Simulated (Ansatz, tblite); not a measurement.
Forces on phenacyltetrahydrothiophenium tetrafluoroborate (C12H15BF4OS) at its PBE-D4/def2-SVP geometry. Charge 0, multiplicity 1.

The xTB rows come from tblite. Single mean-field runs in def2-TZVP are fitted with def2-universal-jkfit. The restricted singlet is unstable towards broken spin symmetry in Hartree–Fock (as tested in another run); at HF/def2-TZVP this wasn't settled.

GFN2-xTB (tblite), largest force 1.35 eV/Å:

```xyz
34
positions Å, forces eV/Å
F    -1.358    0.669   -3.594   -0.894   -0.020   -0.116
B    -2.716    0.532   -4.125   -0.013    0.063   -0.141
F    -2.998   -0.855   -4.171    0.159    1.002    0.042
F    -3.580    1.141   -3.182    0.575   -0.341   -0.674
F    -2.782    1.122   -5.364    0.011   -0.391    0.796
O     1.806    1.124   -0.302   -0.713   -0.381    1.085
C     1.204    0.797    0.717    0.558    0.286   -0.594
C    -0.210    0.231    0.590   -0.245   -0.232    0.560
S    -0.778    0.450   -1.148   -0.043   -0.508   -0.519
C    -2.334   -0.540   -1.036    0.129    0.377    0.091
C    -1.932   -1.994   -1.292   -0.272   -0.176    0.190
C    -0.827   -1.981   -2.356    0.076   -0.048   -0.179
C     0.186   -0.892   -1.992    0.098    0.281    0.366
C     1.800    0.926    2.075   -0.009   -0.037    0.187
C     3.099    1.473    2.173   -0.064   -0.051    0.254
C     3.709    1.618    3.422   -0.267   -0.115    0.032
C     3.030    1.216    4.586   -0.072   -0.003   -0.279
C     1.740    0.669    4.499    0.145    0.100   -0.334
C     1.124    0.525    3.249    0.197    0.061    0.170
H    -0.930    0.787    1.225    0.461   -0.199   -0.319
H    -0.253   -0.839    0.885    0.117    0.569   -0.202
H    -2.780   -0.345   -0.042    0.183   -0.198   -0.592
H    -2.987   -0.102   -1.821    0.411   -0.555    0.574
H    -1.588   -2.479   -0.351   -0.107    0.280   -0.473
H    -2.818   -2.554   -1.651    0.514    0.286    0.132
H    -1.288   -1.737   -3.331    0.318   -0.206    0.533
H    -0.312   -2.961   -2.430   -0.336    0.515    0.023
H     0.970   -1.206   -1.278   -0.415    0.064   -0.430
H     0.647   -0.401   -2.867   -0.247   -0.364    0.431
H     3.604    1.777    1.244   -0.292   -0.179    0.594
H     4.720    2.046    3.493   -0.640   -0.273   -0.041
H     3.511    1.330    5.569   -0.299   -0.072   -0.624
H     1.210    0.355    5.411    0.334    0.199   -0.576
H     0.112    0.095    3.196    0.642    0.267    0.032
```

HF/def2-TZVP (Ansatz), largest force 3.51 eV/Å:

```
F -1.493 -0.081 -0.832
B 0.191 0.128 -0.043
F 0.123 1.354 -0.070
F 0.722 -0.431 -1.044
F -0.014 -0.538 1.095
O -1.677 -0.912 2.944
C 1.302 0.728 -2.284
C -0.525 -0.015 -0.080
S 0.145 -1.105 1.113
C -0.617 0.875 -0.084
C -0.381 -0.685 0.253
C -0.115 -0.407 -0.677
C 0.828 0.564 -0.124
C 0.517 0.123 0.793
C -0.171 -0.079 0.059
C -0.095 -0.039 0.003
C -0.144 -0.041 -0.213
C 0.110 0.057 -0.066
C 0.197 0.092 -0.143
H 0.685 -0.409 -0.527
H 0.126 0.955 -0.286
H 0.350 -0.193 -0.832
H 0.658 -0.718 1.074
H -0.254 0.393 -0.744
H 0.735 0.430 0.321
H 0.599 -0.387 0.949
H -0.404 0.769 0.071
H -0.719 0.221 -0.675
H -0.333 -0.571 0.794
H -0.404 -0.257 0.933
H -0.911 -0.387 -0.066
H -0.428 -0.103 -0.882
H 0.474 0.282 -0.824
H 0.925 0.387 0.093
```

PBE-D4/def2-TZVP (Ansatz), largest force 0.41 eV/Å:

```
F -0.012 0.082 -0.117
B 0.059 0.029 0.043
F -0.081 -0.080 -0.082
F -0.101 0.115 -0.017
F -0.030 0.066 -0.140
O -0.078 -0.026 0.152
C 0.032 0.013 0.019
C -0.191 -0.067 0.069
S 0.026 -0.349 0.217
C -0.079 0.215 0.050
C -0.103 -0.216 0.147
C -0.023 -0.092 -0.175
C 0.208 0.141 0.029
C 0.097 0.015 0.142
C -0.009 -0.012 0.051
C -0.037 -0.012 -0.027
C -0.026 -0.009 -0.029
C 0.015 0.011 -0.032
C 0.048 0.020 0.002
H 0.192 -0.129 -0.164
H 0.023 0.285 -0.100
H 0.121 -0.061 -0.255
H 0.199 -0.205 0.294
H -0.078 0.134 -0.248
H 0.233 0.139 0.095
H 0.190 -0.134 0.265
H -0.133 0.251 0.033
H -0.231 0.074 -0.193
H -0.106 -0.174 0.251
H -0.127 -0.078 0.278
H -0.288 -0.122 -0.020
H -0.136 -0.033 -0.280
H 0.152 0.091 -0.260
H 0.275 0.117 0.004
```
